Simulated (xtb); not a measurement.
Species: C₄H₈BN, SMILES `B/C=C(\N)C=C` (charge 0, multiplicity 1).

Question: Give a relaxed geometry from xtb with GFN2-xTB.

Answer: This is not unique; one that fits is the end point of this relaxation, one of several conformers (outside a Z-matrix the atoms follow the SMILES, hydrogens last).
Bonded distances (Å): B1–C2 1.515, B1–H7 1.172, B1–H8 1.177, C2–C3 1.370, C2–H9 1.084, C3–N4 1.363, C3–C5 1.462, N4–H10 1.006, N4–H11 1.005, C5–C6 1.329, C5–H12 1.082, C6–H13 1.078, C6–H14 1.077. Angles (°): C2–B1–H7 119.7, C2–B1–H8 122.2, H7–B1–H8 118.1, B1–C2–C3 127.1, B1–C2–H9 118.8, C3–C2–H9 114.1, C2–C3–N4 122.6, C2–C3–C5 120.2, N4–C3–C5 117.1, C3–N4–H10 116.0, C3–N4–H11 118.7, H10–N4–H11 117.0, C3–C5–C6 126.1, C3–C5–H12 114.5, C6–C5–H12 119.3, C5–C6–H13 123.0, C5–C6–H14 121.3, H13–C6–H14 115.7.
